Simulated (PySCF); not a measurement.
A species of formula C11H7F has this rotational fingerprint, computed with PBE0/pcSseg-1 in PySCF (dipole) on a GFN2-xTB geometry, gas phase:

- Rotational constants: A = 1472, B = 883.5, C = 554.0 MHz
- Dipole components: |μa| = 1.20 D, |μb| = 1.03 D, |μc| = 0.00 D
- Inertial defect: -3.11 u·Å²
- κ: -0.28

Question: Which candidate fits, each taken in the one conformer that was computed?
A. `C#CC1=CC(=C)C(F)=C1C#CC`
B. `C#CC#Cc1ccc(C)cc1F`
C. `C#Cc1ccc(F)c2c1CC=C2`

Answer: C. It is C#Cc1ccc(F)c2c1CC=C2, an asymmetric top, point group Cs. The candidates at the same level (rigid rotor, commonest isotopes):

```json
{"SMILES": "C#CC#Cc1ccc(C)cc1F", "A (MHz)": "2799", "B (MHz)": "430.2", "C (MHz)": "373.8", "μa (D)": "2.44", "μb (D)": "1.29", "μc (D)": "0.06", "Δ (u·Å²)": "-3.12", "point group": "–", "rotor": "near-prolate asymmetric top"}
{"SMILES": "C#Cc1ccc(F)c2c1CC=C2", "A (MHz)": "1472", "B (MHz)": "883.5", "C (MHz)": "554.0", "μa (D)": "1.20", "μb (D)": "1.03", "μc (D)": "0.00", "Δ (u·Å²)": "-3.11", "point group": "Cs", "rotor": "asymmetric top"}
{"SMILES": "C#CC1=CC(=C)C(F)=C1C#CC", "A (MHz)": "1244", "B (MHz)": "724.2", "C (MHz)": "459.1", "μa (D)": "0.02", "μb (D)": "0.58", "μc (D)": "0.01", "Δ (u·Å²)": "-3.17", "point group": "–", "rotor": "asymmetric top"}
```

`C#CC#Cc1ccc(C)cc1F` has A 90 % too high; `C#CC1=CC(=C)C(F)=C1C#CC` has B 18 % too low. In the right answer the mirror of this Cs structure is the ab plane, so μc vanishes by symmetry. No structure here is proved a minimum.
